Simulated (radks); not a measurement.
Species: Kr+. Configuration: [Ar] 3d10 4s2 4p5.

Method: Dirac Kohn-Sham, PBEsol, spin-unpolarised, spherical densities, finite nucleus; open shells are shared between the two j in proportion to 2j + 1; Fermi nuclear charge, rms radius 4.1884 fm; computed with a radial shooting solver on a logarithmic mesh with Libxc functionals.

Energy parts (hartree):
| part | energy |
|---|---|
| total | -2788.14392 |
| kinetic | 2862.94567 |
| electron-nucleus | -6724.12289 |
| Hartree | 1167.45105 |
| exchange-correlation | -94.41775 |

Orbitals (lengths in bohr, moments of r in powers of bohr; r(90%) holds 90 % of the orbital's charge):
orbital,occ.,eigenvalue (hartree),<r^4>,<r^2>,r(90%)
1s1/2,2,-520.1798,0.00001388,0.002320,0.0742
2s1/2,2,-68.87435,0.002727,0.03970,0.284
2p1/2,2,-62.29911,0.001865,0.03041,0.258
2p3/2,4,-60.32310,0.002026,0.03185,0.263
3s1/2,2,-10.11704,0.1660,0.3237,0.789
3p1/2,2,-7.79585,0.1875,0.3335,0.814
3p3/2,4,-7.50488,0.2024,0.3466,0.830
3d3/2,4,-3.45560,0.3030,0.3774,0.907
3d5/2,6,-3.40769,0.3115,0.3827,0.913
4s1/2,2,-1.24835,11.46,2.696,2.27
4p1/2,1.66667,-0.73617,23.76,3.758,2.73
4p3/2,3.33333,-0.70960,25.78,3.914,2.78

The highest occupied level is 4p3/2 at -19.309 eV. For comparison, the ionisation energy in NIST's Atomic Spectra Database is 24.360 eV (measured). In exact Kohn-Sham theory the highest level is minus the ionisation energy, but local and semilocal functionals leave it too shallow, through self-interaction and a potential that decays too fast; potentials with the right tail come closer. The electron density at the nucleus is 4.933e+04 e/bohr^3. The density falls to 0.001 e/bohr^3 at r = 3.72 bohr.

Beside tabulated values, note that spin-unpolarised runs miss the spin-polarisation part of the exchange energy of open shells.
